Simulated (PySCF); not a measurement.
# Hartree-Fock beside MP2: AlB2H4 cation

All numbers below are calculated, not measured. They come from PySCF 2.14.0, an open-source quantum chemistry program, on an isolated molecule that a program drew, which may never have been made. The molecule is AlB2H4 cation (charge +1, singlet), drawn as the SMILES string `B[B+][AlH2]`.

The geometry was optimised and harmonic frequencies were computed with HF and MP2, all in the cc-pV(D+d)Z basis, for the commonest isotopes, with a restricted reference for singlets and an unrestricted one otherwise, and a frozen core in MP2. Each result is a local minimum of its method.

Geometry at the HF minimum:
```xyz
7
AlB2H4 cation, angstrom
B    -2.1898    2.0001   -0.9730
B    -0.6271    2.4617   -1.5597
Al    1.4104    3.0635   -2.3277
H    -2.6657    0.9795   -1.3621
H    -2.7421    2.7171   -0.1980
H     1.3009    3.9230   -3.6200
H     2.5483    2.5076   -1.4239
```

Lengths of the bonds as drawn, in Å (atoms numbered as above):
| bond | HF | MP2 |
|---|---|---|
| B1-B2 | 1.732 | 1.728 |
| B2-Al3 | 2.259 | 2.253 |
| B1-H4 | 1.191 | 1.200 |
| B1-H5 | 1.191 | 1.200 |
| Al3-H6 | 1.556 | 1.558 |
| Al3-H7 | 1.556 | 1.558 |

Rotational constants, in GHz:
```
constant,HF,MP2
A,78.58,77.85
B,3.064,3.078
C,3.027,3.04
```

Harmonic frequencies in cm^-1, each column in rising order, so a row needn't be the same motion in every method:
| rank | HF | MP2 |
|---|---|---|
| 1 | 70 | 69 |
| 2 | 177 | 164 |
| 3 | 188 | 177 |
| 4 | 367 | 360 |
| 5 | 469 | ? |
| 6 | 562 | 531 |
| 7 | 687 | 641 |
| 8 | 762 | 732 |
| 9 | 930 | 888 |
| 10 | 951 | 948 |
| 11 | 1227 | 1155 |
| 12 | 2082 | 2046 |
| 13 | 2117 | 2087 |
| 14 | 2731 | 2666 |
| 15 | 2843 | 2779 |

**Estimate the missing MP2 frequency from the HF column.**

A single factor s that minimises the squared misfit of MP2 against s times HF over the other rows is sum(HF x MP2) / sum(HF^2) = 0.9758, with an rms misfit of 18 cm^-1. For rank 5 it gives 0.9758 x 469 = 458 cm^-1. The calculation gives 442 cm^-1, 16 cm^-1 below the estimate. The drawn bonds are on average 0.2 % longer in MP2 than in HF.
